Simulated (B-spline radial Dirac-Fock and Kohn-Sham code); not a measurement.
These are calculated numbers from an atomic code on a B-spline grid; the model is the Dirac equation of a negative muon with reduced mass in the field of a spherical finite nucleus, with the Uehling potential to all orders; nuclear polarisation, deformation, hyperfine structure, self-energy, higher-order vacuum polarisation, relativistic recoil and electron screening are left out. The nuclear charge is a Fermi distribution (skin thickness 2.3 fm).

Task: A muonic atom of atomic mass 197.97 u emits these computed lines: 2p3/2 → 1s1/2 5935 keV, 3d5/2 → 2p3/2 2450 keV, 4f7/2 → 3d5/2 915.2 keV, 5g9/2 → 4f7/2 420.9 keV. Which element is it, and what rms charge radius was used?

Result: Thallium (Z = 81, nuclide ¹⁹⁸Tl); the high transitions hardly feel the nucleus and fix Z. The 2p → 1s line lies 9770 keV below the value for a point nucleus without QED, which for this nuclear model gives a radius near 5.44 fm (5.4396 fm was used).
